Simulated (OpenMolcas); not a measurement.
# W5+: moving or changing the point charges

W5+ among 2 point charges of -2.5 e arranged as a linear pair (D∞h), 1.87 Å from the ion.

```
Program             : OpenMolcas 26.06
Method              : SS-CASPT2, IPEA 0.25 Eh, imaginary shift 0.1 Eh (closed shells correlated: 4f 5s 5p)
Basis               : ANO-RCC-VDZP [7s6p4d2f1g]
Scalar Hamiltonian  : DKH2, point nucleus
Active space        : 1 electron in 5 orbitals (5d)
State averaging     : 2S+1 = 2 even, 5 roots
Spin-orbit coupling : state interaction with AMFI integrals over the reference wave functions
```

Runs around this geometry, states (labels by Λ). Energies in cm-1 above the lowest state or level, χT in cm3 K/mol.

```
R (Å)  q (e)  Ground state  First state of that spin  First gap with spin-orbit (degeneracies)  χT at 300 K
 1.87     -2            2Δ                  2Π 18860                               8150 (2, 2)        0.144
 1.78   -2.5            2Δ                  2Π 26860                               7680 (2, 2)        0.142
 1.87   -2.5            2Δ                  2Π 23760                               7860 (2, 2)        0.142
 1.99   -2.5            2Δ                  2Π 20280                               8070 (2, 2)        0.143
```

Taking the first state of the same spin as R^-n, n = -ln(20280 / 26860) / ln(1.99 / 1.78) = 2.5 between the shortest and longest distance.

Scaling the charges by -2 / -2.5 = 0.80 scales the first state of the same spin by 18860 / 23760 = 0.79; with fixed orbitals a first-order splitting would follow the charge.

Free-ion shares, where given, are those of the reference states; single-state CASPT2 does not remix them. This is an electrostatic model: the charges have no orbitals. No measured value stands beside these numbers.
